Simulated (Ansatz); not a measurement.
A structure relaxed at PBE0-D4/def2-TZVP, charge 0, multiplicity 1:

| atom | x (Å) | y (Å) | z (Å) |
| --- | --- | --- | --- |
| Cl1 | -1.761 | -1.096 | -0.680 |
| Ti2 | -0.031 | -0.008 | 0.021 |
| Cl3 | -0.312 | 0.549 | 2.090 |
| Br4 | 1.850 | -1.345 | -0.169 |
| Br5 | 0.253 | 1.900 | -1.261 |

(1) Give its formula and SMILES.

(2) Point group (tolerance 0.08 Å, 0.16 Å for H)?

(3) Summarise the bond lengths by kind.

Answers

(1) Br2Cl2Ti, `[Cl][Ti]([Cl])([Br])[Br]`.

(2) C2v.

(3) 2 × Cl–Ti 2.161 Å; 2 × Br–Ti 2.316 Å.

All numbers were calculated with Ansatz.
